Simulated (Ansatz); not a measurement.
Geometry optimisation, RKS PBE0-D4/6-31G (Ansatz).

Input:

```yaml
crystal:
  periodic: [false, false, false]
  atoms:
    - { symbol: C, position_ang: [-1.7363, 0.5536, -0.5074] }
    - { symbol: C, position_ang: [-0.4591, -0.0695, -0.5237] }
    - { symbol: Si, position_ang: [-0.1638, -1.4708, 0.6408] }
    - { symbol: "N", position_ang: [0.5145, 0.1266, 0.592] }
    - { symbol: C, position_ang: [1.7786, 0.5335, 0.1902] }
    - { symbol: H, position_ang: [-1.711, 1.5896, -1.014] }
    - { symbol: H, position_ang: [-2.1557, 0.7715, 0.4919] }
    - { symbol: H, position_ang: [-2.4758, 0.0184, -1.0837] }
    - { symbol: H, position_ang: [-0.0528, -0.1974, -1.4756] }
    - { symbol: H, position_ang: [1.042, -2.3508, 0.4494] }
    - { symbol: H, position_ang: [-0.9623, -1.5901, 1.9029] }
    - { symbol: H, position_ang: [2.2079, -0.0088, -0.626] }
    - { symbol: H, position_ang: [1.7189, 1.6297, -0.0755] }
    - { symbol: H, position_ang: [2.4421, 0.4352, 1.0675] }
basis:
  gaussian: { orbitals: "6-31G" }
hamiltonian:
  xc: pbe0
  dispersion: d4
relax:
  f_tol: 0.015
  max_steps: 40
```

Run as:

```bash
$ ansatz run input.yaml --threads 1 --pin off --max-ram 2048MiB --backend cpu --events-out ev --progress --plain --runs-dir out
```

Task: Where does it end, and by what steps?

Result: The forces met the threshold. Limits of this set-up: no polarisation functions. After 8 steps the energy has fallen by 0.849 eV; H10 moved furthest, 0.45 Å.

```
step  energy less start (eV)  largest force component (eV/Å)  accepted
   0                  0.0000                           3.811       yes
   1                 -0.7266                           1.417       yes
   2                 -0.8364                           0.271       yes
   3                 -0.8443                           0.093       yes
   4                 -0.8413                           0.367        no
   5                 -0.8473                           0.062       yes
   6                 -0.8485                           0.074       yes
   7                 -0.8420                           0.304        no
   8                 -0.8489                           0.012       yes
```

```xyz
14
Properties=species:S:1:pos:R:3
C -1.756 0.639 -0.551
C -0.497 -0.187 -0.505
Si -0.102 -1.535 0.790
N 0.497 0.149 0.542
C 1.801 0.685 0.199
H -1.555 1.626 -0.989
H -2.149 0.797 0.457
H -2.526 0.148 -1.155
H -0.065 -0.401 -1.493
H 0.759 -2.680 0.338
H -0.872 -1.794 2.043
H 2.304 0.142 -0.621
H 1.700 1.733 -0.105
H 2.448 0.651 1.080
```

Whether the end is a true minimum wasn't checked by a vibrational analysis.

The run took 43 s on 1 thread of Arm Neoverse V1, on a shared host, peak memory 0.16 GiB.
